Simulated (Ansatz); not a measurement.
Cost and result for the atomization energy of C$_{3}$H$_{7}$BOS (13 atoms, 13 bonds).

Z-matrix (Å, degrees):
```
B
C 1 1.638
S 1 2.091 2 84.7
H 1 1.202 2 117.4 3 106.3
H 1 1.202 2 117.4 3 -106.2
C 2 1.466 1 93.7 3 0.0
H 2 1.095 1 116.7 3 -115.6
H 2 1.095 1 116.7 3 115.6
O 6 1.302 2 123.6 1 180.0
C 9 1.428 6 117.7 2 -180.0
H 10 1.087 9 105.9 6 179.9
H 10 1.092 9 109.9 6 -60.4
H 10 1.092 9 109.9 6 60.2
```

The species carries charge 0 and has multiplicity 1. The bonds changed during the relaxation, so this is another structure than the one it started from. The geometry is a stationary point of PBE0-D4/def2-TZVP. It is one conformer, not always the lowest. Program: Ansatz. All runs use 4 threads of an Arm Neoverse V2 on a shared host. Times are those of one run each, without the atoms' runs, and a repeat can differ threefold. Electronic energies, without spin–orbit coupling; frozen cores. CCSD(T)/CBS adds CCSD(T) − MP2 in def2-TZVPP to the MP2 limit, and its time is that of the two runs behind it. T1 = 0.016. B3LYP takes the VWN-RPA correlation (the form of Gaussian; ORCA's B3LYP/G).

CCSD(T)/CBS is a level of theory with its own doubt, some kJ/mol a heavy atom from the limit and from the frozen cores, so smaller differences don't rank the functionals.

```json
{"level": "PBE-D4/def2-TZVPP (with forces)", "functions": "295", "wall time": "2.8 s", "atomization (kJ/mol)": "5212.4", "difference from CCSD(T)/CBS": "181.1", "per bond": "13.9"}
{"level": "PBE0-D4/def2-TZVPP", "functions": "295", "wall time": "3.4 s", "atomization (kJ/mol)": "5103.5", "difference from CCSD(T)/CBS": "72.2", "per bond": "5.6"}
{"level": "B3LYP-D4/def2-TZVPP (with forces)", "functions": "295", "wall time": "5.5 s", "atomization (kJ/mol)": "5050.8", "difference from CCSD(T)/CBS": "19.5", "per bond": "1.5"}
{"level": "r2SCAN-D4/def2-TZVPP (with forces)", "functions": "295", "wall time": "6 s", "atomization (kJ/mol)": "5095.2", "difference from CCSD(T)/CBS": "63.9", "per bond": "4.9"}
{"level": "B2PLYP/def2-TZVPP", "functions": "295", "wall time": "6.5 s", "atomization (kJ/mol)": "4996.5", "difference from CCSD(T)/CBS": "-34.8", "per bond": "-2.7"}
{"level": "ωB97X-V/def2-TZVPP", "functions": "295", "wall time": "9 s", "atomization (kJ/mol)": "5060.6", "difference from CCSD(T)/CBS": "29.3", "per bond": "2.3"}
{"level": "ωB97M-V/def2-TZVPP (with forces)", "functions": "295", "wall time": "13 s", "atomization (kJ/mol)": "5075.0", "difference from CCSD(T)/CBS": "43.7", "per bond": "3.4"}
{"level": "MP2/def2-QZVPP", "functions": "565", "wall time": "28 s", "atomization (kJ/mol)": "5087.6", "difference from CCSD(T)/CBS": "56.3", "per bond": "4.3"}
{"level": "CCSD(T)/def2-TZVPP", "functions": "295", "wall time": "13 min", "atomization (kJ/mol)": "4909.0", "difference from CCSD(T)/CBS": "-122.3", "per bond": "-9.4"}
{"level": "CCSD(T)/CBS(def2)", "functions": "–", "wall time": "13 min", "atomization (kJ/mol)": "5031.3", "difference from CCSD(T)/CBS": "0.0", "per bond": "0.0"}
```

In def2-TZVPP, CCSD(T) changes the Hartree–Fock value by +1267.5 kJ/mol (the triples alone add +93.1 kJ/mol) and MP2 by +1374.5 kJ/mol; breaking electron pairs costs correlation energy, which Hartree–Fock lacks. The D4 term adds +47.7 kJ/mol with B3LYP and +24.9 kJ/mol with PBE0; it sums over pairs of atoms, weighted by their polarisabilities, and B3LYP, whose exchange is more repulsive, gets the larger term. From PBE to PBE0 (25 % exact exchange), in def2-TZVPP and without D4, the atomization energy moves by −104.1 kJ/mol: exact exchange takes away binding that semilocal exchange gives to molecules.
